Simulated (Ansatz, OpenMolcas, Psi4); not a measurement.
## How methods differ on BF3 (boron trifluoride)

BF3: 4 atoms, total charge 0, spin state singlet. SMILES: `FB(F)F`. The coordinates come from a PBE0-D4/def2-TZVP relaxation.

```tsv
atom	x (Å)	y (Å)	z (Å)
F	0.5439	0.2107	1.1743
B	0.0000	0.0000	0.0000
F	-0.2652	-1.2235	-0.3896
F	-0.2787	1.0128	-0.7847
```

Quantity: the HOMO–LUMO gap, in eV. The values are calculated.

| level | kind | program | value (eV) | CPU time |
| --- | --- | --- | --- | --- |
| PBE/aug-cc-pVDZ | GGA | Ansatz | 9.26 | 3.5 s |
| B3LYP/aug-cc-pVDZ | global hybrid | OpenMolcas | 11.46 | 19 s |
| PBE0/aug-cc-pVDZ | global hybrid | OpenMolcas | 12.13 | 19 s |
| CAM-B3LYP/aug-cc-pVDZ | range-separated hybrid | Psi4 | 14.15 | 21 s |
| wB97X/aug-cc-pVDZ | range-separated hybrid | Psi4 | 16.33 | 52 s |
| B2PLYP/aug-cc-pVDZ (density fitting for correlation) | double hybrid | Psi4 | 14.83 | 16 s |
| DSD-PBEP86/aug-cc-pVDZ (density fitting for correlation) | double hybrid | Psi4 | 16.88 | 18 s |
| PBE-QIDH/aug-cc-pVDZ | double hybrid | Ansatz | 16.78 | 5.1 s |

The values span 9.26 to 16.88 eV. Orbital gaps aren't excitation energies, and those of double hybrids come from the SCF part alone; they tend to grow with the share of exact exchange. CPU times are rough (shared hosts, several kinds of processor): they show what a rung costs within a factor of a few.
